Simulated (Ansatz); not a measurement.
`C/C([SiH3])=C\F` at its PBE0-D4/def2-TZVP geometry, where that method's forces vanish. Total charge 0; spin multiplicity 1.

```tsv
atom	x (Å)	y (Å)	z (Å)
C1	0.368	-1.154	-0.921
C2	0.003	0.126	-0.232
Si3	-0.244	0.161	1.611
C4	-0.158	1.269	-0.884
F5	-0.008	1.375	-2.213
H6	0.483	-1.019	-1.997
H7	-0.397	-1.917	-0.752
H8	1.306	-1.555	-0.524
H9	-1.334	-0.773	2.004
H10	0.996	-0.276	2.307
H11	-0.594	1.540	2.041
H12	-0.421	2.222	-0.439
```

Task: For each bond, give half the difference of the two atoms' forces along it (eV/Å; positive pushes the atoms apart) under PBE-D4, r2SCAN-D4, B3LYP-D4, ωB97M-V in def2-TZVPP. (Estimate.)

Result: Ansatz gave: 
| bond | length (Å) | PBE-D4 | r2SCAN-D4 | B3LYP-D4 | ωB97M-V |
| --- | --- | --- | --- | --- | --- |
| C1–C2 | 1.499 | -0.13 | 0.04 | 0.18 | 0.27 |
| C1–H6 | 1.090 | 0.13 | -0.03 | -0.08 | -0.10 |
| C1–H7 | 1.094 | 0.11 | -0.02 | -0.06 | -0.09 |
| C1–H8 | 1.094 | 0.11 | -0.02 | -0.06 | -0.09 |
| C2–Si3 | 1.860 | -0.13 | -0.08 | 0.04 | 0.05 |
| C2–C4 | 1.326 | 0.33 | 0.13 | -0.09 | -0.21 |
| Si3–H9 | 1.488 | 0.08 | -0.01 | -0.08 | -0.12 |
| Si3–H10 | 1.488 | 0.08 | -0.01 | -0.08 | -0.12 |
| Si3–H11 | 1.486 | 0.08 | -0.02 | -0.07 | -0.11 |
| C4–F5 | 1.341 | 0.48 | 0.31 | 0.42 | 0.34 |
| C4–H12 | 1.084 | -0.07 | -0.15 | -0.18 | -0.11 |

B3LYP here is the variant with VWN-RPA as its local correlation; programs differ in this.
